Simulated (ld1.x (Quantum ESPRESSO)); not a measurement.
# Before and after: TM potential for tungsten

ld1.x (Quantum ESPRESSO) 7.5 input, shortened:

```
&input
   title='W', zed=74., rel=1, dft='PBESOL', iswitch=3,
   config='[Xe] 4f14 5d4 6s2 6p0'
 /
 &inputp
   pseudotype=2, tm=.true., lloc=-1, rcloc=1.55,
   nlcc=.true.
 /
3
6S  1  0   2.00   0.00  2.00  2.00  0.0
5P  2  1   6.00   0.00  1.80  1.80  0.0
5D  3  2   4.00   0.00  1.55  1.55  0.0
 &test
   configts(1)='5p6 5d4 6s2 6p0'
 /
```

All-electron outer shells of the reference configuration (PBEsol, scalar-relativistic, ld1.x):

```csv
shell,level (eV),outermost node (bohr),outermost maximum (bohr)
5s,-79.11,0.53,0.96
5p,-43.22,0.57,1.09
4f,-33.24,–,0.43
6s,-5.75,1.28,2.64
5d,-4.51,0.63,1.49
6p,-1.33,1.54,3.70
```

Change: wave 5p (bound): rc 1.80 bohr becomes 5p (bound): rc 1.44 bohr.

Cutoffs: the cutoffs (Ry, on a coarse ladder) from which the occupation-weighted sum of valence levels, in a spherical-Bessel basis at the reference potential, stays within 10 and 1 mRy of its value at 400 Ry; they do not see the model core or the augmentation charge, which bear on the density cutoff. Errors are all-electron minus pseudo energies relative to the spin-unpolarised reference configuration.

Question: How do hardness, ghosts and transferability respond?

Answer: The potential gets harder (40 Ry and 70 Ry → 80 Ry and 110 Ry); both files keep a bound ghost (s); the errors of the 7 common tests hardly move. A smaller radius makes the pseudo-wave follow the all-electron one further in, where it bends more sharply, so more plane waves are needed.

| quantity | base | changed |
| --- | --- | --- |
| cutoff, loose | 40 Ry | 80 Ry |
| cutoff, tight | 70 Ry | 110 Ry |
| loose cutoff by channel (10 mRy a level) | s 18 Ry, p 21 Ry, d 25 Ry | s 18 Ry, p 45 Ry, d 25 Ry |
| bound ghosts | s | s |
| error for 5p6 5d4 6s1 6p0, meV [ΔE 8.92 eV] | -5.3 | -5.3 |
| error for 5p6 5d4 6s0 6p0, meV [ΔE 24.62 eV] | -23 | -23 |
| error for 5p6 5d3 6s0 6p0, meV [ΔE 50.02 eV] | -22 | -22 |
| error for 5p6 5d3 6s2 6p0, meV [ΔE 8.87 eV] | +4.6 | +4.3 |
| error for 5p6 5d4.5 6s1.5 6p0, meV [ΔE 0.70 eV] | -4.7 | -4.7 |
| error for 5p6 5d4 6s1.5 6p0, meV [ΔE 3.65 eV] | -1.8 | -1.8 |
| error for 5p6 5d2 6s0 6p0, meV [ΔE 87.25 eV] | -75 | -80 |
| s: phases at 2.20 bohr within 0.05 rad from the reference energy up to (Ry; the scan ends near 5) | 0.3 | 0.3 |
| p: phases at 2.20 bohr within 0.05 rad from the reference energy up to (Ry; the scan ends near 5) | 1.1 | 1.9 |
| d: phases at 2.20 bohr within 0.05 rad from the reference energy up to (Ry; the scan ends near 5) | 4.3 | 4.3 |

 A true bound ghost makes a file unfit for plane-wave use even where its test errors are small: the radial tests pick states by their node count and pass the ghost by.
